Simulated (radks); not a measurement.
The numbers below are computed, except where a source is named.
All-electron atom: Re VII in [Xe] 4f14 5d1.

Code: a radial shooting solver on a logarithmic mesh with Libxc functionals. Model: scalar-relativistic Kohn-Sham, PBE, spin-polarised, spherical densities, finite nucleus; open shells are filled with parallel spins first (spin-orbit coupling, left out, can overturn this in heavy ions); Fermi nuclear charge, rms radius 5.3698 fm.

Energy parts (eV):
total: -453931.42
kinetic: 501459.27
electron-nucleus: -1118095.69
Hartree: 171627.31
exchange-correlation: -8922.32

Orbitals (lengths in bohr, moments of r in powers of bohr):
| orbital | occ. | eigenvalue (eV) | <r^2> | <r> |
|---|---|---|---|---|
| 1s up | 1 | -71715.45 | 0.0004480 | 0.01804 |
| 1s down | 1 | -71715.45 | 0.0004480 | 0.01804 |
| 2s up | 1 | -12500.31 | 0.006877 | 0.07622 |
| 2s down | 1 | -12500.24 | 0.006877 | 0.07622 |
| 2p up | 3 | -10921.66 | 0.005708 | 0.06834 |
| 2p down | 3 | -10921.60 | 0.005708 | 0.06834 |
| 3s up | 1 | -2954.247 | 0.04457 | 0.1974 |
| 3s down | 1 | -2954.224 | 0.04457 | 0.1974 |
| 3p up | 3 | -2488.517 | 0.04539 | 0.1979 |
| 3p down | 3 | -2488.490 | 0.04539 | 0.1979 |
| 3d up | 5 | -1959.899 | 0.03763 | 0.1792 |
| 3d down | 5 | -1959.847 | 0.03763 | 0.1792 |
| 4s up | 1 | -678.3497 | 0.2191 | 0.4406 |
| 4s down | 1 | -678.2797 | 0.2191 | 0.4406 |
| 4p up | 3 | -525.5285 | 0.2496 | 0.4685 |
| 4p down | 3 | -525.4631 | 0.2496 | 0.4685 |
| 4d up | 5 | -333.5746 | 0.2893 | 0.4998 |
| 4d down | 5 | -333.4954 | 0.2891 | 0.4997 |
| 4f up | 7 | -120.3334 | 0.4083 | 0.5753 |
| 4f down | 7 | -120.1764 | 0.4060 | 0.5740 |
| 5s up | 1 | -161.9024 | 1.159 | 1.018 |
| 5s down | 1 | -161.1840 | 1.154 | 1.016 |
| 5p up | 3 | -122.1969 | 1.505 | 1.158 |
| 5p down | 3 | -121.2879 | 1.499 | 1.155 |
| 5d up | 1 | -74.6303 | 2.462 | 1.475 |
| 5d down | 0 | -73.5587 | 2.463 | 1.474 |
| 6s up | 0 | -62.3557 | 5.228 | 2.171 |
| 6s down | 0 | -61.4570 | 5.213 | 2.168 |
| 6p up | 0 | -50.8870 | 6.827 | 2.479 |
| 6p down | 0 | -49.9696 | 6.802 | 2.474 |

The highest occupied level is 5d up at -74.630 eV. Spin moment in Bohr magnetons: 1. For comparison, the ionisation energy in NIST's Atomic Spectra Database is 82.71 eV (semi-empirical). In exact Kohn-Sham theory the highest level is minus the ionisation energy, but local and semilocal functionals leave it too shallow, through self-interaction and a potential that decays too fast; potentials with the right tail come closer. The electron density at the nucleus is 1.649e+06 e/bohr^3 (large components only). Summed over all electrons, <r^2> = 25.10 bohr^2, which gives a Langevin (diamagnetic) susceptibility term of -19.9 x 10^-6 cm^3/mol. The density falls to 0.001 e/bohr^3 at r = 2.74 bohr. The spin density at the nucleus is -7.331 e/bohr^3 (1s -0.044, 2s -0.598, 3s 0.059, 4s 0.653, 5s -7.401).
